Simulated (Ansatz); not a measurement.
Basis-set series for `[NH3+][Cu-][Br]`. Charge 0, multiplicity 1. The geometry is a stationary point of PBE0-D4/def2-TZVP. It is one conformer, not always the lowest.

```csv
functional,basis,functions,energy (Eh),HOMO (eV),LUMO (eV)
PBE0-D4,def2-SVP,92,-4270.13355,-5.92,-0.55
PBE0-D4,def2-TZVPP,185,-4270.76135,-6.39,-0.87
ωB97M-V,def2-SVP,92,-4270.47570,-8.14,0.75
ωB97M-V,def2-TZVPP,185,-4271.10431,-8.63,0.50
```

Q: Give the rows for def2-QZVPP. (Estimate.)

A: Ansatz gave: 
```csv
functional,basis,functions,energy (Eh),HOMO (eV),LUMO (eV)
PBE0-D4,def2-QZVPP,336,-4270.85999,-6.44,-1.19
ωB97M-V,def2-QZVPP,336,-4271.19983,-8.69,-0.18
```

Positive LUMOs are unbound and depend on the basis. Scalar relativity is left out up to krypton.
